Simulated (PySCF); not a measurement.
BGeH5OSi, BGeH8NSi, BClGeH4Si, B2GeH5O and others (calculated)

Calculation on a computer-drawn molecule: optimised geometry and harmonic frequencies of an isolated molecule of the commonest isotopes, restricted reference for singlets and unrestricted otherwise, frozen core in MP2; on germanium a core potential holds 10 electrons, which the energies leave out, and 3d is frozen in MP2 and coupled-cluster steps. Program: PySCF 2.14.0.

Common to all runs: charge 0; basis and core potential on germanium cc-pVDZ-PP ECP10MDF.

(1) BGeH5OSi

Start structure:
```xyz
9
BGeH5OSi
B      2.0280    -1.2605    -0.9590
Ge     0.4528    -0.1313    -0.8218
O     -0.7224    -1.2464    -1.4917
Si    -1.5889    -2.6395    -1.2701
H      2.2792    -2.0719    -0.2090
H      2.7262    -1.3962    -2.0453
H      0.1040     1.0539    -1.7863
H     -0.2029     0.2511     0.4691
H     -1.0839    -3.1488     0.0823
```

Settings of this run: multiplicity 1, method HF and basis cc-pV(D+d)Z.

Results for BGeH5OSi: rotational constants 7.941, 1.924, 1.624 GHz; total energy -684.7484 hartree; convergence status largest gradient component 1.443e-05 hartree/bohr.

Drawn bonds:
```
atom  other atom  order
   1           2      1
   2           3      1
   3           4      1
   1           5      1
   1           6      1
   2           7      1
   2           8      1
   4           9      1
```

Optimised structure:
```xyz
9
BGeH5OSi
B      2.0537    -1.3355    -0.9081
Ge     0.2963    -0.2243    -0.8296
O     -1.0591    -1.2199    -0.1735
Si    -1.7829    -2.6500    -0.4928
H      2.1258    -2.4255    -0.4198
H      3.0245    -0.8703    -1.4339
H     -0.1597     0.2678    -2.2083
H      0.4060     0.9702     0.1225
H     -0.9126    -3.1021    -1.6883
```

Modes:
```
frequency (cm⁻¹)  reduced mass (dalton)
           51.75                  2.587
           112.3                  3.106
           147.5                  1.188
           192.6                  2.465
           274.2                  1.553
           406.1                  1.141
           534.4                  10.88
           574.5                  4.364
           668.3                  1.288
             734                  1.084
           840.6                  1.245
           941.6                  1.049
           964.9                  1.193
           973.3                  1.297
            1032                  4.593
            1256                  1.146
            1974                  1.043
            2215                  1.023
            2231                  1.016
            2693                  1.052
            2784                  1.127
```

(2) BGeH8NSi

Start structure:
```xyz
12
BGeH8NSi
B      1.5565     2.2370    -0.6556
Ge     0.9260     0.5241     0.0515
Si     1.1837     0.1598     2.3240
N      2.8308     0.6300     2.7234
H      2.6330     2.4430    -1.0106
H      0.8514     3.1664    -0.7237
H     -0.4807     0.1428    -0.2348
H      1.6859    -0.7100    -0.6323
H      0.9117    -1.2455     2.7044
H      0.3836     1.0084     3.1742
H      3.1279     0.6056     3.6726
H      3.6137     0.3181     2.1521
```

Settings of this run: multiplicity 1, method HF and basis cc-pV(D+d)Z.

Results for BGeH8NSi: rotational constants 5.704, 1.885, 1.588 GHz; total energy -666.1004 hartree; convergence status largest gradient component 1.505e-05 hartree/bohr.

Drawn bonds:
```
atom  other atom  order
   1           2      1
   2           3      1
   3           4      1
   1           5      1
   1           6      1
   2           7      1
   2           8      1
   3           9      1
   3          10      1
   4          11      1
   4          12      1
```

Optimised structure:
```xyz
12
BGeH8NSi
B      1.5353     2.2707    -0.6310
Ge     0.9226     0.3770    -0.0230
Si     1.2553     0.1655     2.3547
N      2.8863     0.6261     2.7182
H      2.6541     2.4623    -1.0162
H      0.7895     3.2070    -0.5618
H     -0.5634     0.1254    -0.3297
H      1.7243    -0.7306    -0.7322
H      0.8800    -1.2098     2.7818
H      0.3641     1.1003     3.0815
H      3.1461     0.7139     3.6847
H      3.6293     0.1720     2.2182
```

Modes:
```
frequency (cm⁻¹)  reduced mass (dalton)
           32.58                   2.72
           101.8                  3.087
           124.2                  1.053
           171.8                  2.394
           244.7                  1.228
             351                  3.917
           399.4                  1.226
           486.8                  1.095
           515.8                  1.221
           564.4                  3.184
           602.1                   1.22
           705.2                  1.126
           754.3                  1.078
           805.7                  1.166
           835.8                  2.372
           881.5                  1.499
           935.9                  1.159
           978.6                  1.158
            1007                  1.264
            1052                   1.05
            1256                  1.139
            1703                  1.104
            2171                  1.022
            2187                  1.017
            2259                  1.043
            2301                  1.037
            2681                  1.052
            2767                  1.127
            3751                  1.051
            3839                  1.094
```

(3) BClGeH4Si

Start structure:
```xyz
8
BClGeH4Si
B     -1.1301    -1.8780     1.3412
Ge     0.0916    -0.2158     1.9550
Si    -0.3558     2.0888     2.5294
Cl    -2.0630    -0.4160     0.9076
H     -0.6945    -2.5014     0.4564
H     -1.6012    -2.4217     2.2564
H      0.8260     0.3222     0.6270
H      0.8843     2.3505     3.3649
```

Here we set multiplicity 1, method HF and basis cc-pV(D+d)Z.

It finds rotational constants 3.359, 2.005, 1.392 GHz; total energy -1068.7890 hartree; convergence status largest gradient component 1.722e-05 hartree/bohr.

Drawn bonds:
```
atom  other atom  order
   1           2      1
   2           3      1
   2           4      1
   1           5      1
   1           6      1
   2           7      1
   3           8      1
```

Optimised structure:
```xyz
8
BClGeH4Si
B     -0.6329    -1.8646     1.7842
Ge    -0.6682     0.1252     1.1891
Si    -0.2824     1.8205     2.9237
Cl    -2.6300     0.5442     0.2530
H      0.4232    -2.3773     2.0225
H     -1.6438    -2.4839     1.9339
H      0.3414     0.3832     0.0581
H      1.0499     1.1814     3.2734
```

Modes:
```
frequency (cm⁻¹)  reduced mass (dalton)
           103.4                  3.332
           111.6                  6.039
           138.6                  1.851
           159.3                  1.597
           186.1                  1.164
           322.6                  11.16
           394.2                  35.04
           540.8                  1.429
           569.7                  2.083
           688.9                  1.146
           703.7                  1.137
           787.7                  1.091
           964.5                  1.328
            1242                  1.142
            2135                  1.042
            2182                  1.021
            2694                  1.051
            2796                  1.128
```

(4) B2GeH5O

Start structure:
```xyz
9
B2GeH5O
B      0.3026     1.0370    -2.1115
Ge    -0.3596     0.0868    -0.4489
B     -0.1002    -1.8576    -0.0627
O      0.6905    -2.6314    -0.7664
H      0.0895     2.2038    -2.2433
H      0.9636     0.4672    -2.8270
H     -1.2376     0.7883     0.4969
H     -0.5144    -2.3894     0.9554
H      1.0444    -2.3309    -1.6204
```

It was run with multiplicity 2, method HF and basis cc-pVDZ.

Results for B2GeH5O: rotational constants 9.492, 2.794, 2.158 GHz; total energy -420.5197 hartree; spin squared 0.7603; convergence status largest gradient component 4.166e-05 hartree/bohr.

Drawn bonds:
```
atom  other atom  order
   1           2      1
   2           3      1
   3           4      1
   1           5      1
   1           6      1
   2           7      1
   3           8      1
   4           9      1
```

Optimised structure:
```xyz
9
B2GeH5O
B      0.3161     1.0655    -2.0880
Ge    -0.3981     0.0909    -0.4655
B     -0.0575    -1.9140    -0.0223
O      0.6865    -2.7107    -0.8114
H      0.0752     2.2228    -2.2752
H      0.9958     0.4748    -2.8826
H     -1.2615     0.8589     0.5379
H     -0.5240    -2.4146     0.9624
H      1.0463    -2.2997    -1.5832
```

Modes:
```
frequency (cm⁻¹)  reduced mass (dalton)
           100.2                  2.131
           102.3                  3.388
           197.1                   1.09
           306.7                  4.712
           374.7                  1.021
             539                  2.491
           599.7                  4.581
           617.4                  1.528
           654.7                  1.368
           815.1                   1.15
           873.7                  1.197
           907.4                  1.267
            1073                  1.115
            1246                  1.268
            1254                  1.175
            1378                  6.651
            2219                   1.02
            2673                  1.053
            2717                  1.094
            2768                  1.126
            4155                  1.067
```

(5) AlBGeH5O

Start structure:
```xyz
9
AlBGeH5O
B     -1.6932     2.7988    -2.0884
Ge    -1.0681     0.9029    -2.4659
O      0.6255     0.5381    -2.5827
Al     2.2941     0.3868    -2.6324
H     -0.8203     3.6191    -2.0056
H     -2.8583     2.9699    -2.0354
H     -1.6548    -0.5095    -2.6782
H      3.0869     0.0746    -1.3526
H      2.9457     0.4823    -4.0248
```

Settings of this run: multiplicity 2, method HF and basis cc-pV(D+d)Z.

The calculation gives: rotational constants 13.2, 1.537, 1.406 GHz; total energy -637.7744 hartree; spin squared 0.7581; convergence status largest gradient component 1.917e-05 hartree/bohr.

Drawn bonds:
```
atom  other atom  order
   1           2      1
   2           3      1
   3           4      1
   1           5      1
   1           6      1
   2           7      1
   4           8      1
   4           9      1
```

Optimised structure:
```xyz
9
AlBGeH5O
B     -1.7056     2.7560    -2.1114
Ge    -1.0265     0.9408    -2.4472
O      0.6771     0.5598    -2.5765
Al     2.3421     0.3421    -2.6612
H     -0.9367     3.6629    -1.9867
H     -2.8916     2.8957    -2.0425
H     -1.7808    -0.3706    -2.6398
H      3.1322     0.0295    -1.3355
H      3.0473     0.4468    -4.0652
```

Modes:
```
frequency (cm⁻¹)  reduced mass (dalton)
           42.45                  1.705
            61.8                  4.074
           68.77                  1.685
             174                  1.249
           208.6                  3.883
           420.5                  1.022
           438.9                  9.568
           605.7                  1.239
           661.7                  2.386
           672.1                  1.417
           682.5                  1.356
             832                  1.224
           839.9                  1.122
           862.7                  1.082
            1072                  10.33
            1220                  1.166
            2005                  1.063
            2013                  1.023
            2253                  1.021
            2693                  1.047
            2797                  1.132
```

(6) BGeH4OSi

Start structure:
```xyz
8
BGeH4OSi
B     -2.2597    -1.9542    -1.2268
Ge    -1.4999    -2.0425     0.6181
Si    -0.5463    -0.4183     1.9982
O     -0.0150    -0.7478     3.4145
H     -2.6359    -2.8976    -1.6827
H     -2.2513    -0.9479    -1.7415
H     -1.4322    -3.3685     1.3919
H     -0.4762     0.9555     1.3141
```

It was run with multiplicity 2, method HF and basis cc-pV(D+d)Z.

The calculation gives: rotational constants 13.57, 1.691, 1.503 GHz; total energy -684.1414 hartree; spin squared 0.7675; convergence status largest gradient component 1.766e-05 hartree/bohr.

Drawn bonds:
```
atom  other atom  order
   1           2      1
   2           3      1
   3           4      2
   1           5      1
   1           6      1
   2           7      1
   3           8      1
```

Optimised structure:
```xyz
8
BGeH4OSi
B     -2.2110    -1.9136    -1.1661
Ge    -1.4753    -2.1777     0.7074
Si    -0.5430    -0.4244     1.9722
O      0.0136    -0.5698     3.3592
H     -2.6741    -2.8371    -1.7664
H     -2.1743    -0.8245    -1.6585
H     -1.4836    -3.5309     1.4059
H     -0.5688     0.8567     1.2322
```

Modes:
```
frequency (cm⁻¹)  reduced mass (dalton)
           68.08                  4.003
             105                  3.566
           194.9                  1.173
           225.1                  9.392
             338                  1.029
             379                  7.132
           562.2                  1.283
           587.2                  3.687
           625.8                   1.23
           786.2                  1.187
           913.8                  1.273
           917.1                  1.096
            1246                  1.141
            1292                   16.7
            2259                  1.021
            2316                  1.044
            2701                  1.049
            2802                   1.13
```

(7) CH7BGeN

Start structure:
```xyz
11
CH7BGeN
B      0.3750     0.0218    -1.5903
Ge    -0.6375     1.4318    -0.7488
C     -0.2296     3.2623    -0.1242
N     -2.1837     1.0945     0.0138
H     -0.2071    -1.0791    -1.7688
H      1.4379     0.1929    -2.0601
H     -0.9062     4.0031    -0.4988
H      0.7300     3.5597    -0.4433
H     -0.2418     3.2548     0.9577
H     -2.7953     0.2867    -0.2298
H     -2.8729     1.8166     0.4046
```

Settings of this run: multiplicity 2, method HF and basis cc-pVDZ.

Results for CH7BGeN: rotational constants 6.304, 4.965, 2.83 GHz; total energy -414.4282 hartree; spin squared 0.7575; convergence status largest gradient component 4.149e-05 hartree/bohr.

Drawn bonds:
```
atom  other atom  order
   1           2      1
   2           3      1
   2           4      1
   1           5      1
   1           6      1
   3           7      1
   3           8      1
   3           9      1
   4          10      1
   4          11      1
```

Optimised structure:
```xyz
11
CH7BGeN
B      0.3484     0.0469    -1.6242
Ge    -0.6753     1.3891    -0.6258
C     -0.1860     3.2137    -0.1311
N     -2.3074     1.0783     0.0891
H     -0.1301    -1.0323    -1.8308
H      1.4409     0.3479    -2.0148
H     -0.8955     3.9268    -0.5571
H      0.8130     3.4487    -0.4990
H     -0.1988     3.3221     0.9555
H     -2.8269     0.2667    -0.1859
H     -2.9135     1.8371     0.3360
```

Modes:
```
frequency (cm⁻¹)  reduced mass (dalton)
           102.6                  1.124
           127.7                  3.528
           165.1                   2.52
           214.1                  2.569
           267.5                  1.219
             351                  1.036
           388.9                  1.087
           601.5                  3.904
           680.8                  3.919
           683.7                  1.273
           751.8                  4.463
           755.9                  1.253
             828                  1.204
           844.3                  1.231
           929.5                  1.278
            1218                  1.159
            1376                  1.223
            1556                  1.052
            1556                  1.052
            1682                  1.111
            2671                  1.048
            2767                  1.131
            3180                  1.034
            3265                  1.103
            3287                  1.104
            3774                  1.049
            3882                  1.098
```

(8) CH6BGeO

Start structure:
```xyz
10
CH6BGeO
B     -1.9411     0.4549     1.0009
Ge    -0.2329     0.3987     0.0696
C      1.3834    -0.7342    -0.1402
O      0.1533     1.8065    -0.9550
H     -2.2069    -0.4592     1.6660
H     -2.6115     1.4033     0.7829
H      1.5063    -1.0730    -1.2476
H      2.3120    -0.2390     0.1720
H      1.2451    -1.6996     0.4530
H      0.9325     1.8923    -1.4381
```

Here we set multiplicity 2, method HF and basis cc-pVDZ.

It finds rotational constants 6.508, 4.97, 2.869 GHz; total energy -434.2661 hartree; spin squared 0.7578; convergence status largest gradient component 2.787e-05 hartree/bohr.

Drawn bonds:
```
atom  other atom  order
   1           2      1
   2           3      1
   2           4      1
   1           5      1
   1           6      1
   3           7      1
   3           8      1
   3           9      1
   4          10      1
```

Optimised structure:
```xyz
10
CH6BGeO
B     -1.8729     0.4164     0.9707
Ge    -0.1851     0.5023    -0.0211
C      1.3115    -0.7468    -0.1307
O      0.1872     1.9053    -1.0411
H     -2.0643    -0.5572     1.6414
H     -2.6550     1.3151     0.8859
H      1.4621    -1.0710    -1.1628
H      2.2299    -0.2728     0.2226
H      1.1066    -1.6219     0.4872
H      1.0202     1.8813    -1.4887
```

Modes:
```
frequency (cm⁻¹)  reduced mass (dalton)
           93.88                  3.404
           122.4                  1.146
           166.3                  2.577
           225.2                  3.621
           259.3                  1.136
           379.1                  1.024
           596.6                  4.045
             678                  3.628
           694.5                  1.372
           752.2                  9.518
           771.7                  1.194
           838.7                  1.215
           860.9                  1.238
           949.6                  1.165
            1218                  1.162
            1378                  1.221
            1554                  1.054
            1556                  1.051
            2689                  1.048
            2796                  1.131
            3179                  1.033
            3266                  1.103
            3284                  1.104
            4162                  1.067
```

(9) BClGeH3O

Start structure:
```xyz
7
BClGeH3O
B      1.0808     0.7143    -2.5274
Ge     1.4330    -0.5108    -1.1286
O      0.2396    -1.2546    -0.1282
Cl     3.2601    -0.8150     0.1237
H     -0.0238     0.7489    -3.0194
H      2.0257     1.2788    -3.0934
H      0.3806    -1.7952     0.6505
```

Here we set multiplicity 2, method HF and basis cc-pV(D+d)Z.

It finds rotational constants 5.436, 2.879, 2.036 GHz; total energy -854.1985 hartree; spin squared 0.7844; convergence status largest gradient component 1.541e-05 hartree/bohr.

Drawn bonds:
```
atom  other atom  order
   1           2      1
   2           3      1
   2           4      1
   1           5      1
   1           6      1
   3           7      1
```

Optimised structure:
```xyz
7
BClGeH3O
B      1.1027     0.6964    -2.5321
Ge     1.4755    -0.8746    -1.2515
O      0.1519    -1.3034    -0.1594
Cl     3.2222    -0.6436     0.0496
H     -0.0066     0.8268    -2.9522
H      2.0369     1.2967    -2.9676
H      0.4135    -1.6320     0.6904
```

Modes:
```
frequency (cm⁻¹)  reduced mass (dalton)
           110.9                  5.952
           142.6                  3.481
             187                  2.209
             247                  1.577
           266.4                  1.049
           396.7                  23.67
           543.3                  4.759
           664.3                  1.248
           748.9                  14.31
           912.9                  1.222
           947.9                  1.191
            1204                  1.148
            2716                  1.046
            2831                  1.133
            4143                  1.067
```

(10) BClGeH3O

Start structure:
```xyz
7
BClGeH3O
B      1.1027     0.6964    -2.5321
Ge     1.4755    -0.8746    -1.2515
O      0.1519    -1.3034    -0.1594
Cl     3.2222    -0.6436     0.0496
H     -0.0066     0.8268    -2.9522
H      2.0369     1.2967    -2.9676
H      0.4135    -1.6320     0.6904
```

Settings of this run: multiplicity 2, method MP2 and basis cc-pV(D+d)Z.

The calculation gives: rotational constants 5.838, 2.982, 1.974 GHz; total energy -854.6855 hartree; spin squared 0.7577; convergence status largest gradient component 2.802e-05 hartree/bohr.

Drawn bonds:
```
atom  other atom  order
   1           2      1
   2           3      1
   2           4      1
   1           5      1
   1           6      1
   3           7      1
```

Optimised structure:
```xyz
7
BClGeH3O
B      1.1064     0.7021    -2.6024
Ge     1.3611    -0.4141    -1.0099
O      0.1224    -1.3360    -0.1224
Cl     3.2140    -0.7806     0.0349
H     -0.0168     0.7664    -3.0205
H      2.0916     1.2333    -3.0341
H      0.5174    -1.8048     0.6316
```

Modes:
```
frequency (cm⁻¹)  reduced mass (dalton)
           136.9                  7.063
           140.6                  3.331
           205.9                  6.304
           294.6                  1.133
           346.7                  1.027
           423.9                  29.04
           640.4                  4.742
           663.3                  1.295
           674.6                   1.22
           750.2                  12.47
           930.2                  1.111
            1113                  1.142
            2655                  1.041
            2790                  1.138
            3822                  1.066
```
